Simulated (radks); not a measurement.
Results of a calculation; reference values are marked as such.
Species: Hg+. Configuration: [Xe] 4f14 5d10 6s1 (the NIST ground configuration). Code: a radial shooting solver on a logarithmic mesh with Libxc functionals. Model: Dirac Kohn-Sham, Slater X-alpha with alpha = 0.887, spin-unpolarised, spherical densities, finite nucleus; Fermi nuclear charge, rms radius 5.4648 fm.

Unscreened Slater integrals over Kohn-Sham orbitals (hartree). Large and small components are both included.

| integral | value |
|---|---|
| F0(6s1/2,6s1/2) | 0.37276 |
| F0(6s1/2,5d5/2) | 0.43997 |
| G2(6s1/2,5d5/2) | 0.10503 |
| F0(6s1/2,5d3/2) | 0.44333 |
| G2(6s1/2,5d3/2) | 0.095952 |
| F0(6s1/2,5p3/2) | 0.46197 |
| G1(6s1/2,5p3/2) | 0.036912 |
| F0(5d5/2,5d5/2) | 0.62619 |
| F2(5d5/2,5d5/2) | 0.32244 |
| F4(5d5/2,5d5/2) | 0.21303 |
| F0(5d5/2,5d3/2) | 0.63811 |
| F2(5d5/2,5d3/2) | 0.32860 |
| G2(5d5/2,5d3/2) | 0.32809 |
| G4(5d5/2,5d3/2) | 0.21699 |
| F0(5d5/2,5p3/2) | 0.71277 |
| F2(5d5/2,5p3/2) | 0.35345 |
| G1(5d5/2,5p3/2) | 0.42962 |
| G3(5d5/2,5p3/2) | 0.26558 |
| F0(5d3/2,5d3/2) | 0.65079 |
| F2(5d3/2,5d3/2) | 0.33583 |
| F0(5d3/2,5p3/2) | 0.73089 |
| F2(5d3/2,5p3/2) | 0.36820 |
| G1(5d3/2,5p3/2) | 0.45513 |
| G3(5d3/2,5p3/2) | 0.28151 |
| F0(5p3/2,5p3/2) | 0.85136 |
| F2(5p3/2,5p3/2) | 0.45795 |
